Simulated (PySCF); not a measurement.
# Spinor energies of Dy⁺ (dysprosium, charge +1)

Start: [Xe] 4f10 6s1; 4f5/2 filled at m_j = -5/2, -3/2, -1/2, +1/2, +3/2, +5/2; 4f7/2 filled at m_j = +1/2, +3/2, +5/2, +7/2; 6s1/2 filled at m_j = +1/2. Calculated with PySCF 2.14 in x2c-TZVPall-2c with one added diffuse shell each of s, p, d, f type (12s12p11d5f1g, 147 functions): generalised Hartree-Fock with the X2C-1e Hamiltonian and a Gaussian nucleus; one run each with spin-orbit coupling (SO) switched off, then screened by Boettger's factors.

```csv
spinor shell,electrons,"ε, spin-free (eV)","ε, screened SO (eV)",weight of nominal j (screened SO),"rms radius, screened SO (bohr)"
1s1/2,2,-54065.2,-54054.0,1.000,0.0240
2s1/2,2,-9132.7,-9129.3,1.000,0.0971
2p1/2,2,-8099.8,-8665.3,1.000,0.0830
2p3/2,4,-8099.8,-7860.1,1.000,0.0896
3s1/2,2,-2089.8,-2088.7,1.000,0.250
3p1/2,2,-1766.5,-1886.3,1.000,0.241
3p3/2,4,-1766.5,-1714.9,1.000,0.255
3d3/2,4,-1348.8,-1371.1,0.999,0.228
4s1/2,2,-442.77,-442.43,1.000,0.564
4p1/2,2,-333.80,-361.93,0.994,0.579
4p3/2,4,-333.80,-321.53,0.997,0.609
4d3/2,4,-182.20,-189.73,0.888,0.655
4d5/2,6,-182.20,-176.90,0.926,0.664
5s1/2,2,-65.838,-65.786,1.000,1.41
5p1/2,2,-37.667,-41.580,0.974,1.59
5p3/2,4,-37.667,-35.984,0.987,1.71
4f5/2,6,-20.088,-20.219,0.718,0.950
4f7/2,4,-20.088,-19.770,0.714,0.958
6s1/2,1,-10.854,-10.857,1.000,4.16
```

Problem. Where does 3d5/2 lie, and what is the 3d spin-orbit splitting (screened SO)?

Solution. At -1332.9 eV, 38.179 eV above 3d3/2.

| quantity | spin-free | screened SO |
| --- | --- | --- |
| E (hartree) | -12148.33704 | -12157.30511 |
| M_J | 17/2 | 17/2 |
| ⟨J²⟩ | 80.758 | 80.758 |
| ⟨L²⟩ | 42.002 | 42.730 |
| ⟨S²⟩ | 8.756 | 8.608 |

Each row is a mean over spinors that exchange with the open shell spreads, by up to 14.786 eV (4d5/2).

Rows whose weight is well below 1 are mixtures of j = l ± 1/2: exchange outweighs spin-orbit coupling there, and the label is only the starting occupation.

Breit and QED terms are absent; they matter most for the inner s and p1/2 levels.

Densities and radii are taken from the X2C orbitals without a picture-change correction, which distorts them close to the nucleus.

Without spin-orbit coupling the j labels of p, d and f shells carry no meaning; the spin-free column gives the mean over the occupied spinors of each nl shell.
